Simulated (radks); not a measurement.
Question: Ionisation of the praseodymium ion Pr2+, [Xe] 4f3, to [Xe] 4f2 as the strength of local exchange is varied. All-electron calculation, scalar-relativistic Kohn-Sham, Slater X-alpha exchange (alpha = 2/3 is LDA exchange), no correlation, spin-polarised, spherical densities, finite nucleus; open shells are filled with parallel spins first (spin-orbit coupling, left out, can overturn this in heavy ions); Fermi nuclear charge, rms radius 4.8919 fm. Program: a radial shooting solver on a logarithmic mesh with Libxc functionals.

alpha  E(Pr2+) (hartree)  exchange (hartree)  IE (eV)  -e of the level emptied (eV)  <r> of it (bohr)
0.554         -9189.5419           -168.0839   18.093                   10.937 (4f)             1.215
0.56          -9191.3684           -169.9388   18.240                   11.056 (4f)             1.210
0.561         -9191.6728           -170.2481   18.264                   11.076 (4f)             1.210
0.604         -9204.7736           -183.5636   19.337                   11.959 (4f)             1.179
0.667         -9224.0019           -203.1382   20.969                   13.338 (4f)             1.139
x             -9286.5418           -267.0568   26.691                   18.375 (4f)             1.044

Which alpha was used in the last row?

Answer: alpha = 0.871. NIST Atomic Spectra Database: 21.624 eV (measured). The Delta-SCF value meets it near alpha = 0.69. Open shells are spherical and high-spin; term and fine-structure splittings are not resolved. Spin-orbit splitting is averaged out at the scalar-relativistic level.
